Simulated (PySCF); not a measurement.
Species: CH₆O₃Si₂.
SMILES: `O=C(O)[SiH2]O[SiH3]`

Torsions of this conformer, `[O:1]=[C:2]([OH:3])[SiH2:4][O:5][SiH3:6]`: O1–C2–Si4–O5 0°, C2–Si4–O5–Si6 7°, H–O3–C2–O1 0°.

The closed-shell ground state was solved at several levels (PySCF, density fitting, gas phase, non-relativistic). Geometry: PBE0-D3(BJ)/def2-SVP, one conformer, isolated molecule.

| level | basis functions | HOMO (eV) | LUMO (eV) | gap (eV) | dipole (D) |
| --- | --- | --- | --- | --- | --- |
| LDA/pcSseg-1 | 146 | -6.71 | -2.04 | 4.67 | 1.65 |
| OPBE/pcSseg-1 | 146 | -6.46 | -1.67 | 4.79 | 1.60 |
| PBE/pcSseg-1 | 146 | -6.53 | -1.78 | 4.75 | 1.61 |
| B3LYP/pcSseg-1 | 146 | -7.80 | -0.96 | 6.84 | 1.58 |
| BP86/pcSseg-1 | 146 | -6.66 | -1.88 | 4.78 | 1.61 |
| B97-D/pcSseg-1 | 146 | -6.56 | -1.70 | 4.86 | 1.60 |
| KT3/pcSseg-1 | 146 | -6.65 | -1.71 | 4.94 | 1.51 |
| HF/pcSseg-1 | 146 | -11.81 | 3.33 | 15.14 | 1.67 |
| KT2/pcSseg-1 | 146 | -6.69 | -1.74 | 4.95 | 1.52 |

Task: What might BLYP/pcSseg-1 (146 basis functions) give for the same quantities?

Result: HOMO -6.42 eV, LUMO -1.64 eV, gap 4.78 eV, dipole 1.59 D.

Task: Over all these levels, which gives the widest orbital gap and which the narrowest?

Result: HF/pcSseg-1 (Hartree–Fock, all exact exchange) has the widest, 15.14 eV, and LDA/pcSseg-1 (LDA) the narrowest, 4.67 eV. From the narrowest to the widest the HOMO moves by -5.10 eV and the LUMO by +5.37 eV.

Task: In the pcSseg-1 basis, how does the gap go with the fixed share of exact exchange?

Result: LDA (0 %) 4.67 eV; PBE (0 %) 4.75 eV; BP86 (0 %) 4.78 eV; BLYP (0 %) 4.78 eV; OPBE (0 %) 4.79 eV; B97-D (0 %) 4.86 eV; KT3 (0 %) 4.94 eV; KT2 (0 %) 4.95 eV; B3LYP (20 %) 6.84 eV; HF (100 %) 15.14 eV. Each rise in the share widens the gap here.

Task: How far do the dipole and the HOMO energy spread over the levels?

Result: The dipole runs from 1.51 to 1.67 D (mean 1.59 D) and the HOMO from -11.81 to -6.42 eV.
